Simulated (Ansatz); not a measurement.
`C[SiH](S)[SiH2]Cl`, relaxed with RKS PBE-D4/def2-SVP in Ansatz 0.2.0 from a rough embedded geometry. The force threshold is 0.03 eV/Å; the program also tests the step.

Total charge 0; spin multiplicity 1.

Start:

```xyz
12

C     0.818    0.315   -1.418
Si   -0.256    0.781   -0.068
S     0.937    1.783    1.383
Si   -1.254   -1.052    0.892
Cl    0.135   -2.399    1.550
H     1.360    1.135   -1.907
H     1.646   -0.395   -1.094
H     0.312   -0.225   -2.208
H    -1.249    1.776   -0.584
H     1.747    0.803    1.711
H    -2.044   -1.803   -0.231
H    -2.152   -0.720    1.973
```

```tsv
step	energy (eV)	largest force (eV/Å)	largest move (Å)
1	-40233.8709	2.590	0.000
2	-40234.1653	1.261	0.193
3	-40234.2540	0.488	0.158
4	-40234.2774	0.216	0.056
5	-40234.2873	0.108	0.063
6	-40234.2965	0.103	0.161
7	-40234.2997	0.084	0.035
8	-40234.3009	0.044	0.028
9	-40234.3017	0.016	0.053
```

End:

```xyz
12

C     0.867    0.272   -1.560
Si   -0.222    0.842   -0.128
S     0.904    1.744    1.493
Si   -1.257   -1.023    0.860
Cl    0.391   -2.109    1.611
H     1.496    1.107   -1.929
H     1.533   -0.547   -1.221
H     0.248   -0.105   -2.402
H    -1.208    1.893   -0.561
H     1.400    0.538    1.900
H    -1.999   -1.934   -0.081
H    -2.153   -0.678    2.016
```

Hardware: 4 threads of an Arm Neoverse V1 on a shared host. Wall time 15 s, peak host memory 0.18 GiB.
